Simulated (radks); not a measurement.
Effect of the nuclear size on the potassium ion K3+, [Ne] 3s2 3p4. All-electron calculation, Dirac Kohn-Sham, relativistic LDA (MacDonald-Vosko exchange, VWN5 correlation), spin-unpolarised, spherical densities, finite nucleus; open shells are shared between the two j in proportion to 2j + 1; Fermi nuclear charge, rms radius 3.4349 fm. Program: a radial shooting solver on a logarithmic mesh with Libxc functionals. The rms radius is varied about that value; shifts are against it.

rms radius (fm) = 2.7857: total energy shift (eV) -0.00801; density at nucleus (e/bohr^3) 5170; 1s1/2 shift (meV) -3.37; 2s1/2 shift (meV) -0.260; 2p1/2 shift (meV) 0.043
rms radius (fm) = 3.1945: total energy shift (eV) -0.00316; density at nucleus (e/bohr^3) 5154; 1s1/2 shift (meV) -1.33; 2s1/2 shift (meV) -0.102; 2p1/2 shift (meV) 0.017
rms radius (fm) = 3.4349: total energy shift (eV) 0; density at nucleus (e/bohr^3) 5145; 1s1/2 shift (meV) 0.000; 2s1/2 shift (meV) 0.000; 2p1/2 shift (meV) 0.000
rms radius (fm) = 3.5998: total energy shift (eV) 0.00230; density at nucleus (e/bohr^3) 5139; 1s1/2 shift (meV) 0.964; 2s1/2 shift (meV) 0.074; 2p1/2 shift (meV) -0.012
rms radius (fm) = 4.1219: total energy shift (eV) 0.0103; density at nucleus (e/bohr^3) 5123; 1s1/2 shift (meV) 4.31; 2s1/2 shift (meV) 0.333; 2p1/2 shift (meV) -0.054

Slopes of the eigenvalues against <r^2> in GHz/fm^2, as finite differences over the two radii next to the reference (eigenvalue slopes, not the field-shift constants of lines): 1s1/2 201, 2s1/2 15.5, 2p1/2 -2.54.
